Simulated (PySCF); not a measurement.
C$_{2}$H$_{7}$S, charge +1, singlet, at a GFN2-xTB geometry. Base run: BLYP/3-21G (PySCF).

Here is a job for PySCF.
```python
from pyscf import gto, scf, dft

mol = gto.M(
    atom='''
C     1.53145653    0.73564742    0.10694436
C     0.02726540    0.87468496    0.06850411
S    -0.75523355   -0.79638233   -0.18004300
H    -1.99146346   -0.50823109    0.28749942
H    -0.37068924    1.30238251    0.98666784
H    -0.29446314    1.46595224   -0.78878956
H     1.96823129    1.72963885    0.17858664
H     1.86336116    0.16284318    0.96947556
H     1.91447533    0.27099735   -0.79813333
H    -0.35804669   -1.34346000    0.99269072
''',
    basis='3-21g',
    charge=1,
    verbose=4,
)

mf = dft.RKS(mol)
mf.xc = 'blyp'
mf.kernel()
```

Each row names what was changed in the base input (with any setting that the change needs).

| change | ΔE vs base (mEh) | fitting functions |
|---|---|---|
| base | 0.000 | - |
| auxbasis = def2-svp-ri | -647.0 | 256 |
| auxbasis = cc-pvtz-jkfit | -0.251 | 489 |
| auxbasis = cc-pvdz-jkfit | … | … |
| auxbasis = even-tempered beta=3.0 | -12.368 | 162 |
| auxbasis = default (with mf = mf.density_fit()) | -0.278 | 404 |
| auxbasis = cc-pvqz-jkfit | -0.206 | 717 |
| auxbasis = def2-tzvp-ri | … | … |
| auxbasis = cc-pvtz-ri | … | … |
| auxbasis = def2-universal-jkfit | -0.278 | 404 |

Q: Fill in the missing entries.

A: 
- auxbasis = cc-pvdz-jkfit, ΔE vs base (mEh): -0.347
- auxbasis = cc-pvdz-jkfit, fitting functions: 413
- auxbasis = def2-tzvp-ri, ΔE vs base (mEh): -14.846
- auxbasis = def2-tzvp-ri, fitting functions: 370
- auxbasis = cc-pvtz-ri, ΔE vs base (mEh): -13.268
- auxbasis = cc-pvtz-ri, fitting functions: 494

A fitting set is made for a task (jfit for Coulomb, jkfit for Coulomb and exchange, ri for correlation) and for a family of orbital bases.
